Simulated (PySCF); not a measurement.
# Static response to an electric field

Species: C3H5F3O2Si.
Numbering: `[CH2:1]=[C:2]([O:3][SiH2:4][OH:5])[C:6]([F:7])([F:8])[F:9]` (hydrogens: H10, H11 on C1; H12, H13 on Si4; H14 on O5)

Geometry (GFN2-xTB, Å), atoms numbered from 1 in this order:
```
atom  x, y, z in Å
C1    -1.1090   -1.3681   -0.2924
C2    -0.7427   -0.1402    0.0403
O3     0.4922    0.3506    0.1237
Si4    1.9619   -0.3341   -0.1847
O5     3.0037    0.8416    0.1616
C6    -1.7602    0.9245    0.4056
F7    -1.5798    2.0508   -0.2998
F8    -3.0238    0.5369    0.1954
F9    -1.6769    1.2706    1.7003
H10   -2.1442   -1.6497   -0.3220
H11   -0.3720   -2.1090   -0.5388
H12    2.2129   -1.4282    0.7402
H13    2.0039   -0.7029   -1.5961
H14    2.7333    1.7567    0.2004
```

Level: CAM-B3LYP/def2-SVPD (PySCF), static field, nuclei fixed, core orbitals frozen in the response. The polarisability tensor in these axes (au):

```
x   76.92  3.59  0.04
y    3.59 73.46  4.27
z    0.04  4.27 58.90
```

**Question.** What are the eigenvalues, a third of the trace, and Δα (Δα² = ½Σ(αi − αj)² over the three pairs)?

**Answer.** Principal values 57.69, 72.13 and 79.45 au; mean 69.76 au = 10.34 Å³ = 11.50 × 10⁻⁴⁰ C²·m²/J; Δα = 19.18 au (27 % of the mean).

**Question.** What is the dipole moment, and where does it point?

**Answer.** (1.02, -1.53, -0.96) D, 2.08 D in size, pointing from the negative to the positive side. Measured along this direction, the outermost atoms are F9 at the negative end and H13 at the positive end.

**Question.** Estimate the molar refractivity from the static electronic polarisability.

**Answer.** Lorentz–Lorenz: R = (4π/3)N_A α = 2.5225 cm³/(mol·Å³) × 10.34 Å³ = 26.1 cm³/mol, in the limit of long wavelengths.

**Question.** Find the Langevin capture rate constant for NO+ (29.998 u) meeting this molecule (158.001 u), k = 2.342 × 10⁻⁹ cm³/s × √(α in Å³ / reduced mass in u).

**Answer.** The reduced mass is 25.21 u, so k = 1.50 × 10⁻⁹ cm³/s. The formula leaves out the permanent dipole, which adds to the capture rate.

**Question.** What are the principal values of the traceless quadrupole moment, Θ = ½Σq(3rr − r²1), about the centre of nuclear charge?

**Answer.** -8.16, -1.84, 10.00 D·Å. The values depend on the origin, since the dipole doesn't vanish. The electronic extent ⟨r²⟩ about the same centre is 1613 bohr², a root-mean-square distance of 2.38 Å for the 80 electrons.

One conformer (not necessarily the lowest) at the GFN2-xTB geometry, without solvent, vibrations or thermal averaging.
